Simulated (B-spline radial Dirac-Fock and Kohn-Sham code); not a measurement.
Pb²⁺: photoemission with 195 eV photons

System: lead as Pb²⁺, [Xe] 4f14 5d10 6s2.

Calculated with an atomic code on a B-spline grid, using a relativistic central-field model (Hartree-Slater potential of the initial state, Latter tail, multipole expansion of the photon field, Dirac-Fock thresholds). The asymmetry parameter β is from the dipole term alone. Kinetic energies are from the vacuum level.

```
subshell  electrons  binding (eV)  kinetic (eV)  σ (kb)      β
   4f5/2          6         166.6         28.41     247   1.91
   4f7/2          8         161.7         33.26       ?      ?
      5s          2         179.6         15.41    62.7   0.66
   5p1/2          2         133.7         61.35     126   0.92
   5p3/2          4         111.5         83.52     231  -0.31
   5d3/2          4         45.65         149.3    74.2   1.08
   5d5/2          6         43.09         151.9    96.3   0.49
      6s          2         29.78         165.2    17.4   1.48
```

Problem. What are σ and β for 4f7/2?

Solution. σ = 409 kb, the largest of all subshells and 32 % of the total, and β = 1.78.

At such low photon energies correlation between channels can change these cross sections by tens of per cent.

Run: 11 s of CPU time on 1 thread of AMD EPYC 7R43 64-Core Processor (shared host), peak memory 0.46 GiB.
